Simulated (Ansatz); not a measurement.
Geometry optimisation, RKS PBE/def2-SVP (Ansatz 0.2.0).

Input:

```yaml
crystal:
  periodic: [false, false, false]
  atoms:
    - { symbol: Hf, position_ang: [0.346407, -0.515794, -0.455464] }
    - { symbol: O, position_ang: [0.0462, 0.037808, 2.745078] }
    - { symbol: Si, position_ang: [-1.412038, -0.397259, 3.515397] }
    - { symbol: H, position_ang: [-2.247626, -1.263146, 2.610803] }
    - { symbol: H, position_ang: [-1.090681, -1.164383, 4.769083] }
    - { symbol: H, position_ang: [-2.164032, 0.853566, 3.849863] }
    - { symbol: Cl, position_ang: [2.046095, 0.115712, -1.916487] }
    - { symbol: Cl, position_ang: [-0.795817, 1.487343, 0.001342] }
    - { symbol: Cl, position_ang: [-1.132005, -1.742821, -1.76844] }
    - { symbol: Br, position_ang: [1.515272, -2.356723, 1.076909] }
    - { symbol: H, position_ang: [0.800425, -0.546702, 3.015815] }
basis:
  gaussian: { orbitals: def2-SVP }
hamiltonian:
  xc: pbe
relax:
  f_tol: 0.03
  max_steps: 50
```

Launched with:

```bash
$ ansatz run input.yaml --threads 4 --pin off --max-ram 5120MiB --backend cpu --events-out ev --progress --plain --runs-dir out
```

**Question.** Where does it end, and by what steps?

**Answer.** The forces met the threshold. After 21 steps the energy has fallen by 0.821 eV; Br10 moved furthest, 1.53 Å. Joined: Hf1–O2 (3.26 → 2.33 Å).

| step | energy less start (eV) | largest force component (eV/Å) | accepted |
| --- | --- | --- | --- |
| 0 | 0.0000 | 0.808 | yes |
| 1 | -0.0923 | 1.052 | yes |
| 2 | -0.3126 | 0.896 | yes |
| 3 | -0.4991 | 0.911 | yes |
| 4 | -0.5941 | 0.342 | yes |
| 5 | -0.6421 | 0.530 | yes |
| 6 | -0.6758 | 0.575 | yes |
| 7 | -0.7070 | 0.386 | yes |
| 8 | -0.7347 | 0.437 | yes |
| 9 | -0.7692 | 0.189 | yes |
| 10 | -0.7844 | 0.173 | yes |
| 11 | -0.7904 | 0.220 | yes |
| 12 | -0.7980 | 0.288 | yes |
| 13 | -0.8108 | 0.262 | yes |
| 14 | -0.8148 | 0.110 | yes |
| 15 | -0.8143 | 0.256 | no |
| 16 | -0.8173 | 0.038 | yes |
| 17 | -0.8195 | 0.054 | yes |
| 18 | -0.8203 | 0.054 | yes |
| 19 | -0.8204 | 0.045 | yes |
| 20 | -0.8206 | 0.031 | yes |
| 21 | -0.8207 | 0.022 | yes |

```xyz
11
Properties=species:S:1:pos:R:3
Hf 0.435 -0.461 0.020
O -0.225 -0.918 2.207
Si -1.529 -0.351 3.218
H -2.756 -0.363 2.371
H -1.610 -1.351 4.333
H -1.205 1.008 3.751
Cl 1.389 0.226 -2.016
Cl -0.677 1.582 0.542
Cl -1.016 -2.162 -0.717
Br 2.612 -1.291 1.081
H 0.494 -1.412 2.655
```

Whether the end is a true minimum wasn't checked by a vibrational analysis.

Run time: 30 s on 4 threads of AMD EPYC 9R45 96-Core Processor (Zen 5) (shared host), peak memory 0.32 GiB.
